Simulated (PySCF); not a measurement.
A calculated (B3LYP, PySCF 2.14, aug-cc-pVTZ, no relativity, point nucleus) atom or ion has these occupied shells.

```csv
shell,electrons,orbital energy (eV),"rms radius, mean of both spins (bohr)"
1s α,1,-1283.7,0.152
1s β,1,-1283.6,0.152
2s α,1,-93.567,0.764
2s β,1,-93.364,0.764
2p α,3,-59.362,0.778
2p β,3,-59.225,0.778
3s α,1,-12.624,2.96
```

(1) Name the element and its charge.

## Answers

(1) Mg⁺ (magnesium, charge +1), in [Ne] 3s1, 2S determinant.
